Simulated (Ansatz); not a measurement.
Coupled-cluster diagnostics for the cluster Mo4⁺ (the lowest doublet isomer of a short search), Ansatz.

Geometry of the doublet (PBE-D4/def2-SVP):

Cartesian coordinates in Å:
```
Mo -0.7976 -0.4689 1.1981
Mo 1.3825 0.5925 0.1690
Mo -0.3963 1.2486 -0.7575
Mo -0.1886 -1.3722 -0.6096
```

In the def2 sets Mo takes a core potential; there is no spin–orbit coupling. Correlated methods freeze no core orbitals; core or outer-core shells of Mo are correlated, in sets that lack core-valence functions. The structure comes from a short search, and lower isomers may exist.

Geometry of the charge 1 quartet (PBE-D4/def2-SVP):

```xyz
4

Mo    0.8866    1.1785    0.1972
Mo   -0.0394   -1.0679    1.0894
Mo    0.3426   -0.9868   -1.1125
Mo   -1.1899    0.8762   -0.1741
```

Question: Estimate the CCSD(T) correlation energy, the shares of MP2 and (T), T1 and the reference's ⟨S²⟩ for: charge 1, doublet, own geometry in def2-SVP; charge 1, quartet, own geometry in def2-SVP; and the rough time on 4 threads of Intel Xeon Platinum 8488C on a shared host.

Answer: 
```tsv
state	basis	correlation (eV)	MP2 share (%)	(T) share (%)	T1	⟨S²⟩ (pure)	wall time	remarks
charge 1, doublet, own geometry	def2-SVP	-34.571	90.3	6.6	0.097	8.18 (0.75)	2.9 min	flagged by the program, large T1, spin-contaminated
charge 1, quartet, own geometry	def2-SVP	-37.808	88.8	7.9	0.123	9.24 (3.75)	4.2 min	flagged by the program, large T1, spin-contaminated
```
Customary marks for T1 are 0.02 (closed shells), 0.045 (open shells) and about 0.05 (3d metals). T1 exceeds 0.02 in 2 of 2 rows and 0.045 in 2; the higher it lies, the less the single-reference result can be trusted.
